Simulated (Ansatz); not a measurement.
PtnHm: r2SCAN-D4/def2-TZVP single points in Ansatz on relaxed structures, gas phase. Each cluster is the lowest isomer that a short search found in that spin, judged at the geometry's level, and lower ones may exist. Core potentials for Pt, no spin–orbit coupling. HOMO and LUMO are taken over both spins. Binding counts from free atoms in the multiplicity of their measured ground term, without zero-point energy. Singlets are spin-restricted. The spins of the ions were chosen, not always searched. A dash marks a value that wasn't run or was left out as unsound. The structures are stationary points that may keep the symmetry of their start.

```json
{"species": "Pt2H2", "atoms": "4", "state": "singlet", "geometry": "PBE0-D4/def2-TZVP", "HOMO (eV)": "-5.37", "LUMO (eV)": "-4.14", "gap (eV)": "1.23", "vertical IE (eV)": "8.41", "binding per atom (eV)": "2.49", "lowest of the spins relaxed": "singlet, of singlet/triplet/quintet", "point group (within 0.1 Å)": "C2"}
{"species": "Pt2H4", "atoms": "6", "state": "singlet", "geometry": "B3LYP-D4/def2-TZVP", "HOMO (eV)": "-6.04", "LUMO (eV)": "-3.31", "gap (eV)": "2.73", "vertical IE (eV)": "8.95", "binding per atom (eV)": "2.69", "lowest of the spins relaxed": "singlet, of singlet/triplet/quintet", "point group (within 0.1 Å)": "Ci"}
{"species": "Pt4H7", "atoms": "11", "state": "doublet", "geometry": "r2SCAN-D4/def2-SVP", "HOMO (eV)": "-5.89", "LUMO (eV)": "-4.42", "gap (eV)": "1.47", "vertical IE (eV)": "–", "binding per atom (eV)": "2.93", "lowest of the spins relaxed": "–", "point group (within 0.1 Å)": "–"}
```

The gap (eV) runs from 1.23 (Pt2H2) to 2.73 (Pt2H4). The binding per atom (eV) runs from 2.49 (Pt2H2) to 2.93 (Pt4H7).
